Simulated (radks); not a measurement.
The numbers below are computed, except where a source is named.
Problem. Coulomb parameter of the 3d shell of the copper ion Cu2+ in the model configuration [Ar] 3d8 4p1, as a second difference U = [E(n + 1) + E(n - 1) - 2 E(n)] / (1)^2 with all orbitals relaxed. "Bare": the charge of the atom changes with n. "Screened": the 4p shell takes up the change at fixed total charge, which measures U(3d,3d) + U(4p,4p) - 2 U(3d,4p). Level of theory: scalar-relativistic Kohn-Sham, PBE, spin-unpolarised, spherical densities, finite nucleus; Fermi nuclear charge, rms radius 3.8823 fm (a radial shooting solver on a logarithmic mesh with Libxc functionals). Estimate both.

Solution. U(bare) = 18.980 eV, U(screened by 4p) = 6.296 eV, against the Slater integral F0(3d,3d) = 29.153 eV with frozen orbitals.
